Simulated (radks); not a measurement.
Isoelectronic series with 10 electrons, all held in the configuration [Ne], which need not be the ground one along the series. Method: Dirac Kohn-Sham, PBE, spin-unpolarised, spherical densities, finite nucleus; Fermi nuclear charge, rms radius of each element as measured or else 0.836 A^(1/3) + 0.57 fm; computed with a radial shooting solver on a logarithmic mesh with Libxc functionals. Total energies (hartree) and mean radii <r> (bohr):

ion	E (hartree)	2p3/2	2p1/2	2s1/2
Ne	-129.01345	0.9826	0.9795	0.8969
Mg2+	-199.43518	0.6845	0.6823	0.6949
Al3+	-240.72130	0.5981	0.5959	0.6229
Si4+	-286.05710	0.5319	0.5297	0.5641
P5+	-335.44633	0.4792	0.4771	0.5153
S6+	-388.89446	0.4363	0.4341	0.4742
Cl7+	-446.40820	0.4006	0.3984	0.4391
Ar8+	-507.99530	0.3703	0.3681	0.4087
K9+	-573.66437	0.3444	0.3421	0.3822
Ca10+	-643.42478	0.3219	0.3195	0.3589
Sc11+	-717.28669	0.3022	0.2997	0.3383
Ti12+	-795.26103	0.2847	0.2822	0.3198
V13+	-877.35945	0.2692	0.2666	0.3032
Cr14+	-963.59418	0.2553	0.2526	0.2883
Mn15+	-1053.97828	0.2428	0.2400	0.2746
Fe16+	-1148.52556	0.2314	0.2285	0.2622
